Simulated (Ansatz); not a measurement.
Basis sets compared for the cluster B₁₂⁺ (the lowest doublet isomer of a short search). Charge 1, multiplicity 2. Geometry r2SCAN-D4/def2-SVP. Ansatz on 4 threads of Intel Xeon on a shared host; times are rough, and most runs start from earlier orbitals.

Cartesian coordinates in Å:
```
B -0.3631 0.9186 1.5580
B 0.9436 -0.3100 -1.5470
B -1.1738 -0.4544 1.2726
B -0.2139 1.7851 0.1219
B 0.9724 -1.5213 -0.3773
B 1.7815 -0.1466 -0.0958
B -1.5530 0.9130 0.3663
B 1.1122 1.0539 0.8562
B -0.5094 -1.6507 0.3119
B 1.0157 1.1653 -0.8196
B -0.3945 -1.1831 -1.3007
B -1.6176 -0.5697 -0.3465
```

The structure comes from a short search, and lower isomers may exist.

```csv
level,functions,energy (Eh),HOMO (eV),LUMO (eV),wall time
PBE-D4/def2-SVP,168,-296.9936,-10.61,-10.16,4 s
PBE0-D4/def2-SVP,168,-297.0274,-11.54,-9.49,6.5 s
```

(1) Estimate the rows for PBE-D4/def2-TZVP, PBE0-D4/def2-TZVP (with forces).

## Answers

(1) 
```csv
level,functions,energy (Eh),HOMO (eV),LUMO (eV),wall time
PBE-D4/def2-TZVP,372,-297.2863,-10.59,-10.14,11 s
PBE0-D4/def2-TZVP (with forces),372,-297.3184,-11.49,-9.43,35 s
```
